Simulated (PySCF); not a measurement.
Gas-phase reaction: GeHF3 + HF → GeF4 + H2

Method: PySCF energies (xtb for GFN2) plus ideal-gas RRHO corrections (1 bar). † marks an energy on the PBE0/def2-TZVP geometry and frequencies; other levels use their own. 6-31G* has spherical d functions here. All species are closed-shell singlets. B3LYP is the form with VWN-RPA correlation. Ge: all electrons, no relativistic terms. GeHF3: computed as isolated molecules; such fragments, hydroxides, amides, oligomers or adducts are transient or little studied in the gas. The harmonic model lacks anharmonicity and excited electronic states, which grow with temperature; levels with a mode under 35 cm⁻¹ are left out.

ΔH° and ΔS° at 298 K: B3LYP/6-31G* -77 kJ, -35 J/K; B3LYP/def2-TZVP† -38 kJ, -35 J/K; GFN2-xTB -10 kJ, -29 J/K; HF/def2-TZVP† -42 kJ, -35 J/K; PBE/def2-SVP -48 kJ, -33 J/K; PBE0/def2-QZVP† -28 kJ, -35 J/K.

Q: With the heat capacities included, give log10 K (1 bar) at 1000, 1400, 1600, 1800, 2000 K from B3LYP/6-31G*, B3LYP/def2-TZVP†, GFN2-xTB, HF/def2-TZVP†, PBE/def2-SVP, PBE0/def2-QZVP†.

A: 
| T (K) | B3LYP/6-31G* | B3LYP/def2-TZVP† | GFN2-xTB | HF/def2-TZVP† | PBE/def2-SVP | PBE0/def2-QZVP† |
|---|---|---|---|---|---|---|
| 1000 | 2.5 | 0.4 | -0.8 | 0.6 | 1.0 | -0.1 |
| 1400 | 1.4 | -0.1 | -0.8 | 0.1 | 0.4 | -0.5 |
| 1600 | 1.1 | -0.2 | -0.8 | -0.1 | 0.2 | -0.6 |
| 1800 | 0.8 | -0.3 | -0.9 | -0.2 | 0.0 | -0.6 |
| 2000 | 0.6 | -0.4 | -0.9 | -0.3 | -0.1 | -0.7 |
